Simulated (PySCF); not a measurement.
**`CC(=O)CC(Cl)(Cl)Cl`, C4H5Cl3O**

Geometry:
| atom | x (Å) | y (Å) | z (Å) |
| --- | --- | --- | --- |
| C1 | -2.028 | -0.108 | -0.019 |
| C2 | -0.664 | 0.362 | -0.444 |
| O3 | -0.467 | 1.059 | -1.398 |
| C4 | 0.449 | -0.157 | 0.472 |
| C5 | 1.847 | 0.054 | -0.078 |
| Cl6 | 2.220 | 1.778 | -0.251 |
| Cl7 | 3.036 | -0.663 | 1.048 |
| Cl8 | 2.026 | -0.746 | -1.654 |
| H9 | -2.141 | -0.066 | 1.061 |
| H10 | -2.151 | -1.143 | -0.335 |
| H11 | -2.794 | 0.493 | -0.501 |
| H12 | 0.369 | 0.363 | 1.430 |
| H13 | 0.295 | -1.223 | 0.650 |

The calculation used GIAO HF/pcSseg-1 magnetisability, rotational g tensor and spin-rotation constants, non-relativistic, gas phase in PySCF. Geometry: GFN2-xTB.

(1) What are the magnetisability and the molar susceptibility?

(2) Split it along the inertial axes a, b, c into diamagnetic and paramagnetic parts about the centre of mass, with the quadrupole moment.

(3) And the rotational g tensor?

Results:

(1) Isotropic -1544 × 10⁻³⁰ J/T², or -93.0 × 10⁻⁶ cm³/mol; principal values -1706, -1532, -1395 × 10⁻³⁰ J/T², anisotropy 270 × 10⁻³⁰ J/T² (root of half the summed squared differences of the principal values). The susceptibility is in cgs units.

(2) 
```csv
axis,χ (10⁻⁶ cm³/mol),diamagnetic (10⁻⁶ cm³/mol),paramagnetic (10⁻⁶ cm³/mol),summed x² of all electrons (Å²),quadrupole Θ (D Å)
a,-92.1,-793.1,701.0,257.3,+0.78
b,-88.3,-1463.3,1375.0,99.4,-1.35
c,-98.6,-1513.4,1414.7,87.6,+0.57
```
Anisotropies 2χaa − χbb − χcc = +2.7 and 2χbb − χaa − χcc = +14.1 × 10⁻⁶ cm³/mol. Θ is traceless in Buckingham's convention.

(3) 
| axis | rotational constant (GHz) | g | nuclear part | electronic part |
| --- | --- | --- | --- | --- |
| a | 1.6380 | -0.0219 | 0.5175 | -0.5394 |
| b | 0.8442 | -0.0123 | 0.5331 | -0.5454 |
| c | 0.8193 | -0.0084 | 0.5361 | -0.5445 |

Asymmetric top; isotopes 12C, 35Cl, 1H, 16O; no vibrational averaging.
